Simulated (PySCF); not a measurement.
BFH, SMILES [BH]F (connectivity only; charge and spin as stated), charge +1, multiplicity 1.

The structure is a stationary point at PBE0-D3(BJ)/def2-TZVPD. The spin state was assumed, not searched. The isomer is the one that the SMILES or the coordinates give; other isomers of the formula were not compared.

The numbers are results of TDA-PBE/def2-TZVPD run with PySCF, not measurements.

Vertical excitations; the highest root listed may be one member of a degenerate set.  State labels are in the subgroup C2v.

| state | symmetry | energy (eV) | λ (nm) | f | main pairs |
|---|---|---|---|---|---|
| S1 | A2 | 10.91 | 114 | 0.000 | HOMO−1→LUMO 50 %, HOMO−2→LUMO+1 50 % |
| S2 | B2 | 10.93 | 113 | 0.140 | HOMO→LUMO+1 (degenerate set) |
| S3 | B1 | 10.93 | 113 | 0.140 | HOMO→LUMO (degenerate set) |
| S4 | A2 | 11.03 | 112 | 0.000 | HOMO−2→LUMO+1, HOMO−1→LUMO (degenerate set) |
| S5 | A1 | 11.03 | 112 | 0.000 | HOMO−2→LUMO, HOMO−1→LUMO+1 (degenerate set) |
| S6 | B2 | 13.56 | 91 | 0.036 | HOMO−3→LUMO+1, HOMO−1→LUMO+2 (degenerate set) |
| S7 | B1 | 13.56 | 91 | 0.036 | HOMO−3→LUMO, HOMO−2→LUMO+2 (degenerate set) |
| S8 | A1 | 13.75 | 90 | 0.003 | HOMO→LUMO+2 37 %, HOMO−1→LUMO+1 24 %, HOMO−2→LUMO 24 %, HOMO−3→LUMO+2 7 % |
| S9 | B2 | 14.13 | 88 | 0.185 | HOMO−1→LUMO+2, HOMO−3→LUMO+1 (degenerate set) |
| S10 | B1 | 14.13 | 88 | 0.185 | HOMO−2→LUMO+2, HOMO−3→LUMO (degenerate set) |
| T1 | B1 | 8.60 | 144 | 0 | HOMO→LUMO (degenerate set) |
| T2 | B2 | 8.60 | 144 | 0 | HOMO→LUMO+1 (degenerate set) |
| T3 | A1 | 9.82 | 126 | 0 | HOMO−2→LUMO 48 %, HOMO−1→LUMO+1 48 % |
| T4 | A1 | 10.24 | 121 | 0 | HOMO−1→LUMO+1 50 %, HOMO−2→LUMO 50 % |
Triplets are in the Tamm–Dancoff approximation.
